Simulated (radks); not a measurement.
Results of a calculation; reference values are marked as such.
Charge is removed step by step from the 5s1/2 level of the strontium ion Sr+, starting from [Kr] 5s1. Code: a radial shooting solver on a logarithmic mesh with Libxc functionals. Model: Dirac Kohn-Sham, LDA (Slater exchange, Perdew-Wang correlation), spin-unpolarised, spherical densities, point nucleus.

| removed (e) | E - E(0) (eV) | eigenvalue (eV) | E minus straight line (eV) |
|---|---|---|---|
| 0 | 0.000 | -8.581 | 0.000 |
| 0.1 | 0.884 | -9.104 | -0.233 |
| 0.2 | 1.821 | -9.629 | -0.414 |
| 0.3 | 2.810 | -10.155 | -0.543 |
| 0.4 | 3.852 | -10.681 | -0.618 |
| 0.5 | 4.946 | -11.205 | -0.642 |
| 0.6 | 6.093 | -11.725 | -0.613 |
| 0.7 | 7.291 | -12.237 | -0.532 |
| 0.8 | 8.540 | -12.732 | -0.401 |
| 0.9 | 9.836 | -13.196 | -0.222 |
| 1 | 11.176 | -13.553 | 0.000 |

Removing the whole electron costs 11.176 eV by Delta-SCF, against 8.581 eV from minus the eigenvalue at the starting occupation. Slater's transition state (half an electron removed) gives 11.205 eV. Integrating minus the eigenvalue over the occupation (Janak's theorem) gives 11.175 eV. The mean slope of the eigenvalue, de/dn, is 4.97 eV per electron. Ionisation energy of Sr+ in the NIST Atomic Spectra Database: 11.030 eV (measured).

Beside tabulated values, note that spin-unpolarised runs miss the spin-polarisation part of the exchange energy of open shells.
